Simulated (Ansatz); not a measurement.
A nudged elastic band was laid between two geometries of C$_{2}$H$_{7}$AlFNTe (13 atoms, charge 0, multiplicity 1).

Method: RKS BHLYP/def2-SVP in Ansatz 0.2.0.

| Item | Value |
| --- | --- |
| movable images | 7 |
| climbing image | yes |
| spring | 5.0 eV/Å² |
| optimiser | quadratic models (default) |
| start path | IDPP |
| force threshold | 0.05 eV/Å |
| iteration limit | 19 |
| end points | relaxed |

First end point:

```xyz
13
Properties=species:S:1:pos:R:3
C -0.110 -1.619 0.956
Al 0.934 0.012 0.542
C -0.021 0.660 -1.214
N -1.149 0.196 -1.649
F 0.413 1.638 -1.949
Te 0.212 2.012 2.067
H 0.259 -2.083 1.877
H -0.021 -2.383 0.172
H -1.179 -1.432 1.123
H 2.466 -0.067 0.159
H -1.580 -0.569 -1.152
H -1.629 0.602 -2.442
H 1.425 2.999 1.524
```

Last end point:

```xyz
13
Properties=species:S:1:pos:R:3
C -0.272 -1.407 1.221
Al 0.719 0.245 0.767
C 0.306 0.405 -1.287
N -0.598 -0.282 -1.909
F 0.879 1.268 -2.070
Te -0.595 2.374 1.535
H 0.119 -2.289 0.696
H -1.351 -1.349 1.021
H -0.182 -1.625 2.292
H 2.296 0.313 0.865
H -1.108 -0.984 -1.396
H -0.835 -0.109 -2.878
H 0.643 3.405 1.157
```

Task: What changes between the two ends?

Result: No bond is made or broken. The height of N4 over the plane of its neighbours goes from 0.02 to 0.02 Å. The two ends are copies of one structure, up to a mirror image or an exchange of like atoms.

Task: What energy profile does the band end with?

Result: It converged. The highest image is number 4 of 0 to 8, 1.0 kcal/mol above the ends, which have the same energy within 2 meV. A vibrational analysis at the climbing image gives one clearly imaginary mode, 138i cm⁻¹: a first-order saddle point.

```json
{"image": "0", "path coordinate (Å)": "0.00", "energy (kcal/mol)": "0.0", "height of N4 over the plane of its neighbours (Å)": "0.02"}
{"image": "1", "path coordinate (Å)": "0.44", "energy (kcal/mol)": "0.1", "height of N4 over the plane of its neighbours (Å)": "0.01"}
{"image": "2", "path coordinate (Å)": "0.88", "energy (kcal/mol)": "0.5", "height of N4 over the plane of its neighbours (Å)": "0.01"}
{"image": "3", "path coordinate (Å)": "1.32", "energy (kcal/mol)": "0.8", "height of N4 over the plane of its neighbours (Å)": "0.01"}
{"image": "4", "path coordinate (Å)": "1.76", "energy (kcal/mol)": "1.0", "height of N4 over the plane of its neighbours (Å)": "0.02"}
{"image": "5", "path coordinate (Å)": "2.21", "energy (kcal/mol)": "0.9", "height of N4 over the plane of its neighbours (Å)": "0.02"}
{"image": "6", "path coordinate (Å)": "2.66", "energy (kcal/mol)": "0.5", "height of N4 over the plane of its neighbours (Å)": "0.02"}
{"image": "7", "path coordinate (Å)": "3.11", "energy (kcal/mol)": "0.2", "height of N4 over the plane of its neighbours (Å)": "0.02"}
{"image": "8", "path coordinate (Å)": "3.56", "energy (kcal/mol)": "0.0", "height of N4 over the plane of its neighbours (Å)": "0.02"}
```

Task: What is the geometry of the highest image?

Result: 
```xyz
13
Properties=species:S:1:pos:R:3
C -0.215 -1.510 1.195
Al 0.741 0.171 0.741
C 0.248 0.485 -1.279
N -0.696 -0.114 -1.932
F 0.825 1.398 -1.997
Te -0.524 2.267 1.671
H 0.497 -2.263 1.549
H -0.757 -1.983 0.363
H -0.946 -1.365 1.996
H 2.320 0.251 0.762
H -1.216 -0.843 -1.470
H -0.957 0.158 -2.871
H 0.699 3.315 1.287
```

Task: What are the harmonic wavenumbers there?

Result: 138i, 51, 61, 118, 134, 172, 255, 287, 323, 438, 481, 574, 598, 625, 641, 705, 721, 743, 785, 1089, 1278, 1409, 1476, 1491, 1518, 1722, 1952, 2187, 3086, 3160, 3194, 3627, 3771 cm⁻¹.

The run took 6.1 min on 2 threads of AMD EPYC 7R43 64-Core Processor (Zen 3), with other jobs on the host, peak memory 0.43 GiB.
